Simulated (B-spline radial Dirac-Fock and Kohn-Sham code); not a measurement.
The computed values come from a radial B-spline solver: the Dirac equation of a negative muon with reduced mass in the field of a spherical finite nucleus, with the Uehling potential to all orders; nuclear polarisation, deformation, hyperfine structure, self-energy, higher-order vacuum polarisation, relativistic recoil and electron screening are left out. The nuclear charge is a Fermi distribution (skin thickness 2.3 fm).

**Question.** A muonic atom of atomic mass 192.97 u emits these computed lines: 2p3/2 → 1s1/2 5862 keV, 3d5/2 → 2p3/2 2396 keV, 4f7/2 → 3d5/2 892.5 keV, 5g9/2 → 4f7/2 410.4 keV. Which element is it, and what rms charge radius was used?

**Answer.** Mercury (Z = 80, nuclide ¹⁹³Hg); the high transitions hardly feel the nucleus and fix Z. The 2p → 1s line lies 9401 keV below the value for a point nucleus without QED, which for this nuclear model gives a radius near 5.42 fm (5.4238 fm was used).
